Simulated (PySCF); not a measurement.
Molecule: `O1C[C@@H](C)OB1`, C₃H₇BO₂.

Structure with atom numbers: `[CH3:1][C@@H:2]1[CH2:3][O:4][BH:5][O:6]1`; H(Xn) means a hydrogen on atom n. Ha(C3) is cis to C1 on the ring; Hb(C3) is trans to C1 on the ring.

Geometry PBE0-D3(BJ)/def2-SVP throughout; GIAO in PySCF 2.14.0 with density-fitted response routines, gas phase, one conformer, non-relativistic; equivalent atoms averaged; functional PBE0.

(1) How do the absolute shieldings σ depend on the basis set? (a selection of nuclei; ppm; last column core-seconds on 1 thread of an Arm Neoverse V1, shared host)

(2) Which nucleus among those listed moves most, in ppm?

(3) Taking the largest basis, pcSseg-2 (314 functions), as the yardstick, rank the others by their worst heavy-atom deviation.

## Answers

(1) 
```
    basis set  functions     C3     C2     C1     O6     O4  H(B5)  H(C2)  Ha(C3)  H(C1)  core-s
     pcSseg-0         68  117.0  118.4  167.0  175.1  198.3  27.67  28.37   28.99  31.24     4.9
       6-31G*         98  124.3  124.0  171.6  187.7  209.6  27.70  27.46   28.31  30.76     7.6
      cc-pVDZ        119  125.5  123.5  173.2  181.9  205.1  27.31  26.91   27.78  30.14     9.3
     def2-SVP        119  123.8  123.2  171.5  186.9  209.4  27.40  27.06   27.90  30.23     8.8
  aug-cc-pVDZ        201  124.9  122.5  172.8  179.9  206.1  27.11  26.81   27.76  30.11      20
6-311+G(2d,p)        204  113.2  112.2  163.8  166.7  194.0  27.30  26.98   27.92  30.31      21
    def2-TZVP        228  112.1  110.6  163.3  164.9  192.6  27.24  27.01   27.92  30.28      25
      cc-pVTZ        278  113.3  112.4  164.0  167.7  194.4  27.21  26.80   27.74  30.08      33
     IGLO-III        280  107.8  106.7  160.0  162.3  190.6  27.18  26.85   27.78  30.16      33
     pcSseg-2        314  107.3  106.3  159.9  162.0  190.4  27.17  26.75   27.67  30.02      44
```

(2) O6 (oxygen bonded to C, B, in a 5-membered ring): from 162.0 ppm with pcSseg-2 to 187.7 ppm with 6-31G*. The smallest spread is 0.59 ppm, at H(B5). Proton shifts span only some 12 ppm, so a few tenths of a ppm matter as much there as several ppm in carbon.

(3) IGLO-III 0.5 ppm (280 functions), def2-TZVP 4.8 ppm (228 functions), 6-311+G(2d,p) 5.9 ppm (204 functions), cc-pVTZ 6.1 ppm (278 functions), pcSseg-0 13.1 ppm (68 functions), aug-cc-pVDZ 17.8 ppm (201 functions), cc-pVDZ 19.9 ppm (119 functions), def2-SVP 24.9 ppm (119 functions), 6-31G* 25.7 ppm (98 functions).

A small basis that lands close on one nucleus may do so by chance; judge by the trend and by all nuclei.
